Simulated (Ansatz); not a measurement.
Reaction (atomization): `C#C[Si](F)(C#C)C#C` → 6 C• + F• + 3 H• + Si•

Gas-phase electronic energies from Ansatz, PBE0-D4/def2-TZVP geometries. CCSD(T)/CBS adds triple-zeta CCSD(T) − MP2 to the extrapolated MP2 energy (def2 sets, frozen cores). This one scheme is used for every species, atoms too. For atomizations the MP2-based limit and the directly extrapolated one differ by several kJ/mol either way, and by 10 to 25 for some Ge, Se and Sn compounds, so smaller differences from it don't rank the levels. DFT in def2-TZVPP. No spin–orbit coupling; open shells (•) take unrestricted orbitals. Spin–orbit coupling would lower the free atoms: a little for C, F, Si.

`C#C[Si](F)(C#C)C#C`:

```xyz
11

C    -2.504   -0.175    1.393
C    -1.574    0.095    0.675
Si   -0.166    0.482   -0.393
F    -0.574    1.672   -1.360
C     1.251    1.008    0.604
C     2.193    1.344    1.275
C     0.274   -0.957   -1.398
C     0.570   -1.923   -2.054
H    -3.328   -0.412    2.027
H     3.027    1.644    1.868
H     0.831   -2.777   -2.637
```

(1) What is ΔE at CCSD(T)/CBS? (Estimate.)

(2) What do these levels give: r2SCANh-D4, r2SCAN0-D4, ωB97X-V, r2SCANh, CAM-B3LYP, LC-ωPBE? (Best estimate.)

Largest T1 diagnostic among the species: 0.014.

## Answers

(1) Computed: +5354.1 kJ/mol.

(2) The calculation gave: r2SCANh-D4 5316.8, r2SCAN0-D4 5240.5, ωB97X-V 5328.1, r2SCANh 5308.6, CAM-B3LYP 5327.0, LC-ωPBE 5330.2 kJ/mol.

In def2-TZVPP, CCSD(T) changes the Hartree–Fock value by +1329.9 kJ/mol (the triples alone add +121.4 kJ/mol) and MP2 by +1553.3 kJ/mol; breaking electron pairs costs correlation energy, which Hartree–Fock lacks. From BLYP to BHLYP (50 % exact exchange), in def2-TZVPP and without D4, ΔE moves by −226.7 kJ/mol: exact exchange takes away binding that semilocal exchange gives to molecules. The D4 term adds +46.5 kJ/mol with B3LYP and +24.9 kJ/mol with PBE0; it sums over pairs of atoms, weighted by their polarisabilities, and B3LYP, whose exchange is more repulsive, gets the larger term.

B3LYP here is the variant with VWN-RPA as its local correlation; programs differ in this.
